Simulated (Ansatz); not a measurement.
C$_{6}$H$_{14}$N (SMILES [CH2]C(C)NC(C)C), doublet, geometry from GFN2-xTB, with bond 21-7 at 1.25 times its length; PBE/STO-3G (Ansatz, a quantum-chemistry and plane-wave program).

The Ansatz input:
Ansatz 0.2 input:
```yaml
crystal:
  periodic: [false, false, false]
  atoms:
    - {symbol: C, position_ang: [1.25073575, -0.22029406, 1.31819485]}
    - {symbol: C, position_ang: [1.06810853, 0.48401587, 0.03510784]}
    - {symbol: C, position_ang: [2.38487524, 0.57355634, -0.75095889]}
    - {symbol: N, position_ang: [0.10208100, -0.18614322, -0.85525124]}
    - {symbol: C, position_ang: [-1.28824538, -0.30283533, -0.44774818]}
    - {symbol: C, position_ang: [-1.53781860, -1.34593987, 0.64874151]}
    - {symbol: C, position_ang: [-1.86452166, 1.05146623, -0.04283640]}
    - {symbol: H, position_ang: [0.93653195, 0.20546313, 2.25134254]}
    - {symbol: H, position_ang: [1.64158266, -1.22107586, 1.32226492]}
    - {symbol: H, position_ang: [0.69653199, 1.49778190, 0.20481946]}
    - {symbol: H, position_ang: [2.80130240, -0.41979166, -0.90276283]}
    - {symbol: H, position_ang: [2.20025197, 1.02807490, -1.72044134]}
    - {symbol: H, position_ang: [3.10706355, 1.17319695, -0.20362592]}
    - {symbol: H, position_ang: [0.45841306, -1.10662090, -1.09441076]}
    - {symbol: H, position_ang: [-1.81369641, -0.63651525, -1.35528585]}
    - {symbol: H, position_ang: [-1.20072879, -2.32951303, 0.32529064]}
    - {symbol: H, position_ang: [-0.98657482, -1.07149786, 1.54738064]}
    - {symbol: H, position_ang: [-2.59777852, -1.40440262, 0.88434327]}
    - {symbol: H, position_ang: [-1.59675545, 1.80536851, -0.77828276]}
    - {symbol: H, position_ang: [-1.49118447, 1.35585629, 0.93165413]}
    - {symbol: H, position_ang: [-3.21928160, 0.97071246, 0.02504405]}
basis:
  gaussian:
    orbitals: STO-3G
hamiltonian:
  xc: pbe
magnetization: {spin_polarized: true, initial_magnetization: 1}
```

It wrote (shortened):

```
Functional definition: PBE
700 factors; integrals over basis functions are off by at most 4.2e-5 eV
mean field evaluation 1: about -7829.6258 eV, gradient 1.0e1 eV
mean field evaluation 2: about -7829.4216 eV, gradient 1.2e1 eV
mean field evaluation 4: about -7830.2018 eV, gradient 6.9e-1 eV
mean field evaluation 8: about -7829.9713 eV, gradient 2.9e-2 eV
mean field -7829.97131569 eV, -287.7461385062 hartree, gradient 3.7e-5 eV, S^2 0.753417; 0 other end points of the search recorded, 0 dependent functions left out
reference -7829.97134710 eV, -287.7461396609 hartree; 29, 28 occupied and 20, 21 virtual orbitals, 700 factors
Total energy: -7829.97134710 eV, -287.7461396609 hartree
```
